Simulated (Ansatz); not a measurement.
# Abstraction of H: C2H6OSi + CH3 → C2H5OSi + CH4

Species: C2H6OSi `C=C[SiH2]O`, singlet; CH3 (methyl radical) `[CH3]`, doublet; C2H5OSi `[H]/[C]=C/[SiH2]O`, doublet; CH4 (methane) `C`, singlet. A radical takes H: the energy is the difference in strength between two C–H bonds in different surroundings.

Shapes, held fixed at every level: PBE0-D4/def2-TZVP. Flexible molecules stand in one conformer, not always the lowest. Programs: Ansatz 0.2.0. The zero-point and thermal change to 298 K, harmonic and unscaled (PBE0-D4/def2-TZVP), is +2.1 kJ/mol.

```tsv
level	kind	ΔH(298 K) (kJ/mol)
SPW92/def2-TZVPP	LDA	-1.7
PBE-D4/def2-TZVPP	GGA	+6.0
r2SCAN-D4/def2-TZVPP	meta-GGA	+11.7
r2SCAN0-D4/def2-TZVPP	global hybrid	+14.6
wB97M-V/def2-TZVPP	range-separated hybrid	+13.7
wB97X-V/def2-TZVPP	range-separated hybrid	+12.8
B2PLYP/def2-TZVPP	double hybrid	+13.6
```

B2PLYP/def2-TZVPP gives ΔH(298 K) = +13.6 kJ/mol; the levels span -1.7 to +14.6. They disagree on the sign: 6 of 7 are positive. The median of the levels is +12.8. No measured value is set beside it here. Spin contamination: C2H5OSi (⟨S²⟩ up to 0.92). Open shells run unrestricted unless RO is named.
